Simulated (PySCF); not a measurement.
Static response to an electric field

Compound: C6H8N2.
Geometry (GFN2-xTB, Å), atoms numbered from 1 in this order:
```
atom  x, y, z in Å
C1    -0.667   -1.580   -0.058
C2     0.101   -0.333   -0.488
C3    -0.839    0.883   -0.578
C4    -1.444    1.173    0.698
N5    -1.906    1.382    1.722
C6     1.248   -0.045    0.497
C7     2.061    1.048    0.031
N8     2.683    1.918   -0.375
H9    -1.097   -1.440    0.932
H10   -1.475   -1.788   -0.756
H11   -0.009   -2.446   -0.031
H12    0.528   -0.500   -1.483
H13   -0.283    1.767   -0.904
H14   -1.636    0.687   -1.301
H15    1.884   -0.929    0.602
H16    0.844    0.212    1.481
```

Level: B3LYP/def2-SVPD (PySCF), static field, nuclei fixed, core orbitals frozen in the response. The polarisability tensor in these axes (au):

```
x   79.49  5.70 -7.08
y    5.70 76.89  0.41
z   -7.08  0.41 71.66
```

Give the principal values, the mean and the anisotropy Δα = √{½[(α1 − α2)² + (α2 − α3)² + (α1 − α3)²]}.

Principal values 66.35, 75.50 and 86.19 au; mean 76.01 au = 11.26 Å³ = 12.53 × 10⁻⁴⁰ C²·m²/J; Δα = 17.20 au (23 % of the mean).

What is the dipole moment, and where does it point?

(-0.70, -4.02, -2.19) D, 4.63 D in size, pointing from the negative to the positive side. Measured along this direction, the outermost atoms are N8 at the negative end and H11 and H10 at the positive end.

In a dilute gas of rigid molecules at 273 K, how does the orientational term μ²/3kT compare with the electronic polarisability?

In Gaussian units μ²/3kT = 189.81 Å³ against 11.26 Å³, a ratio of 16.85; the Debye molar polarisation (4π/3)N_A(α + μ²/3kT) is 507.2 cm³/mol, leaving out the vibrational part.

Find the Langevin capture rate constant for O2+ (31.990 u) meeting this molecule (108.069 u), k = 2.342 × 10⁻⁹ cm³/s × √(α in Å³ / reduced mass in u).

The reduced mass is 24.68 u, so k = 1.58 × 10⁻⁹ cm³/s. The formula leaves out the permanent dipole, which adds to the capture rate.

What are the principal values of the traceless quadrupole moment, Θ = ½Σq(3rr − r²1), about the centre of nuclear charge?

-19.75, 2.90, 16.85 D·Å. The values depend on the origin, since the dipole doesn't vanish. The electronic extent ⟨r²⟩ about the same centre is 1036 bohr², a root-mean-square distance of 2.24 Å for the 58 electrons.

Form Σ f/ω² (atomic units) for the 8 lowest TDDFT singlets, given as eV and f, and set it beside the mean polarisability, which is this sum over all singlets: 7.75, 0.0004; 7.84, 0.0004; 8.00, 0.0080; 8.10, 0.0051; 8.12, 0.0054; 8.15, 0.0009; 8.36, 0.0004; 8.44, 0.0109.

They add up to 0.35 au, 0.5 % of the 76.01 au; the largest single term is 0.11 au, from the state at 8.44 eV. Terms in order: 0.01, 0.00, 0.09, 0.06, 0.06, 0.01, 0.00, 0.11 au. Higher excitations give the rest. The strengths listed sum to 0.032.

The structure is a single GFN2-xTB conformer in the gas phase; no vibrational or solvent corrections.

These values come from a run that also computed excited states. The run took 45 s on one thread of an Arm Neoverse V1 (shared host).
